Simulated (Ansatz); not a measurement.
Born–Oppenheimer molecular dynamics of ClH6PSn (9 atoms, charge 0, multiplicity 1). It starts at the highest image of a converged band. Of that band: Beside the main top the profile has a ripple of under 15 meV (maxima at images 1, 5), which may be a very shallow well or noise. Neighbouring images differ by up to 1.6 eV, so the band resolves the path poorly. A vibrational analysis at the climbing image gives one clearly imaginary mode, 853i cm⁻¹: a first-order saddle point.

These are results of RKS PBE-D4/def2-SVP in Ansatz, not measurements.

| Property | Result |
| --- | --- |
| ensemble | NVE (velocity Verlet) |
| time step | 0.5 fs |
| steps asked | 200 |
| starting velocities drawn for | 100 K |
| seed | 6582 |

First frame:

```xyz
9
Properties=species:S:1:pos:R:3
Sn -0.168 -0.058 -0.193
Cl -0.388 -1.736 2.028
H 0.527 1.422 0.348
H -1.176 0.039 -1.604
H 1.056 -1.228 -0.563
P -2.573 0.643 1.088
H -3.476 -0.475 1.077
H -2.510 0.761 2.519
H -1.507 -0.680 1.682
```

Problem. How far do the bonds stretch over the last three quarters of this one trajectory? (Pairs bonded in most of those frames.)

Solution. 
```json
{"bond": "Sn1–Cl2", "mean (Å)": "2.415", "spread (Å)": "0.198", "shortest": "2.17", "longest": "2.76"}
{"bond": "Sn1–H3", "mean (Å)": "1.727", "spread (Å)": "0.008", "shortest": "1.71", "longest": "1.74"}
{"bond": "Sn1–H4", "mean (Å)": "1.727", "spread (Å)": "0.005", "shortest": "1.72", "longest": "1.74"}
{"bond": "Sn1–H5", "mean (Å)": "1.737", "spread (Å)": "0.010", "shortest": "1.72", "longest": "1.75"}
{"bond": "P6–H7", "mean (Å)": "1.450", "spread (Å)": "0.035", "shortest": "1.39", "longest": "1.50"}
{"bond": "P6–H8", "mean (Å)": "1.445", "spread (Å)": "0.015", "shortest": "1.42", "longest": "1.47"}
{"bond": "P6–H9", "mean (Å)": "1.457", "spread (Å)": "0.043", "shortest": "1.39", "longest": "1.52"}
```

Pairs bonded in part of these frames only: Sn1–P6 31 %.

Mean temperature of the second half: 1582 K. The conserved energy stayed within 0.054 meV per atom of its start (net change -0.027 meV per atom), so the integration is sound. The kinetic energy rose, since the run started high on the potential surface and went downhill. It ends in pieces (ClH3Sn + H3P), so much of that is their flight and rotation, not heat. A run of 0.1 ps of so small a system gives no equilibrium averages. The orbitals stay closed-shell, which can raise the energy where a bond breaks towards radicals; this wasn't checked here.

Run time: 4.8 min on 2 threads of Arm Neoverse V1, with other jobs on the host, peak memory 0.13 GiB.
